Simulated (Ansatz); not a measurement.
Stepwise reaction of `N[Si](N)(F)F` with ammonia, as a gas-phase model of exchange steps in deposition or etching. ΔE in kJ/mol; ΔG adds harmonic PBE0-D4 terms to CCSD(T)/CBS, at 1 bar.

Computed with Ansatz on PBE0-D4/def2-TZVP structures; ΔE is electronic, products minus reactants. CCSD(T)/CBS is the MP2 limit (def2-TZVPP, def2-QZVPP) plus CCSD(T) − MP2 in def2-TZVPP, frozen cores. This one scheme is used for every species. DFT in def2-TZVPP. B3LYP here is the variant with VWN-RPA as its local correlation; programs differ in this. One conformer a species, not always the lowest.

```json
{"step": "1", "reaction": "`N[Si](N)(F)F` + NH₃ → `N[Si](N)(N)F` + H–F", "PBE-D4": "93.8", "B3LYP-D4": "99.3", "ωB97M-V": "99.1", "CCSD(T)/CBS": "97.3", "ΔG(400 K)": "82.4"}
```

**Question.** Give the row of step 2, `N[Si](N)(N)F` + NH₃ → `N[Si](N)(N)N` + H–F. (Estimate.)

**Answer.** Ansatz gave: 
```json
{"step": "2", "reaction": "`N[Si](N)(N)F` + NH₃ → `N[Si](N)(N)N` + H–F", "PBE-D4": "97.6", "B3LYP-D4": "104.2", "ωB97M-V": "103.5", "CCSD(T)/CBS": "98.5", "ΔG(400 K)": "110.4"}
```

**Question.** By hand: ΔE of the 2 steps together at CCSD(T)/CBS.

**Answer.** (97.3) + (98.5) = 195.8 kJ/mol, or 97.9 kJ/mol a step.

In ΔE the steps differ by no more than 1.2 kJ/mol. All are uphill at CCSD(T)/CBS. ΔG lies between 82.4 and 110.4 kJ/mol a step. PBE-D4 differs from CCSD(T)/CBS by -3.5 to -0.9 kJ/mol a step. Isolated molecules leave out the surface, adducts and barriers. Largest T1 diagnostic: 0.010.
